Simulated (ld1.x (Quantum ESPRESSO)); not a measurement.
# Sc (Z = 21): one change to an RRKJ potential, before and after

* Element: Sc
* Generator: ld1.x (Quantum ESPRESSO) 7.5
* Type: norm-conserving RRKJ (Kleinman–Bylander form)
* Functional: PBE
* Relativity: scalar-relativistic
* Frozen core: [Ar]
* Valence charge: 3
* Reference configuration: 3d1 4s0.5 4p0 (charge +1.5)
* Partial waves: 4p (bound, empty): rc 2.90 bohr; 3d (bound): rc 1.50 bohr; 4s (bound): rc 3.05 bohr
* Local potential: the s channel
* Core correction: Bessel-smoothed model core, default radius (core density twice the valence density)

All-electron outer shells of the reference configuration (PBE, scalar-relativistic, ld1.x):

```
shell  level (eV)  outermost node (bohr)  outermost maximum (bohr)
   3p      -44.63                   0.39                      0.97
   3d      -13.80                      –                      1.08
   4s      -12.74                   1.31                      2.84
   4p       -9.00                   1.46                      3.38
```

Change: wave 4s (bound): rc 3.05 bohr becomes 4s (bound): rc 4.20 bohr.

Cutoffs: the cutoffs (Ry, on a coarse ladder) from which the occupation-weighted sum of valence levels, in a spherical-Bessel basis at the reference potential, stays within 10 and 1 mRy of its value at 400 Ry; they do not see the model core or the augmentation charge, which bear on the density cutoff. Errors are all-electron minus pseudo energies relative to the spin-unpolarised reference configuration.

What does the change do?

The potential gets neither clearly harder nor softer (60 Ry and 70 Ry → 60 Ry and 70 Ry); of the 7 tests that both files solve, the error grows in 2 and shrinks in 5 by more than 15 % and 0.3 meV (median size 173.9 → 135.6 meV); neither file shows a bound ghost.

```csv
quantity,base,changed
"cutoff, loose",60 Ry,60 Ry
"cutoff, tight",70 Ry,70 Ry
bound ghosts,none,none
"error for 3d1 4s2 4p0, meV [ΔE -12.51 eV]",-5.1,+3.3
"error for 3d1 4s1 4p0, meV [ΔE -5.61 eV]",-1.3,-3.9
"error for 3d1 4s0 4p0, meV [ΔE 7.16 eV]",-4.2,-17
"error for 3d2 4s0 4p0, meV [ΔE -4.93 eV]",-296,-239
"error for 3d0 4s2 4p0, meV [ΔE -4.12 eV]",-457,-210
"error for 3d0 4s2 4p1, meV [ΔE -9.04 eV]",-520,-332
"error for 3d2 4s1 4p0, meV [ΔE -10.84 eV]",-174,-136
```
